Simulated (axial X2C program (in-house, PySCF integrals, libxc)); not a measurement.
**Which functional? An output for BrCl**

An SCF output computed with an in-house relativistic program for diatomic molecules for BrCl at 2.146 Å, two-component, state Ω = 0, Br dyall-cv3z [8s9p6d4f1g], Cl dyall-av3z [9s8p3d2f] (cores contracted in-house), without its first line:

```
basis functions 164  fitting functions 884  grid points 5080
iter        total energy     max residual
   1      -3064.432939352     2.11e-01
   2      -3064.454511614     4.12e-03
   3      -3064.455017476     1.93e-03
   4      -3064.455069285     8.32e-04
   5      -3064.455079931     1.73e-04
   6      -3064.455081358     4.91e-05
   7      -3064.455081563     3.62e-05
   8      -3064.455081697     2.22e-05
   9      -3064.455081767     7.83e-06
  10      -3064.455081778     1.45e-06
  11      -3064.455081778     7.28e-07
converged
one-electron -4549.72627702  Coulomb 1458.44487762  exact exchange -118.82480646  xc functional 0.00000000  nuclear repulsion 146.71968336  atomic mean-field constant -1.06855928
```

Question: Which level of theory produced it?
A. TPSS
B. HF
C. PBE0

Answer: B. The exact-exchange term against the functional term shows a share of 1 of exact exchange.
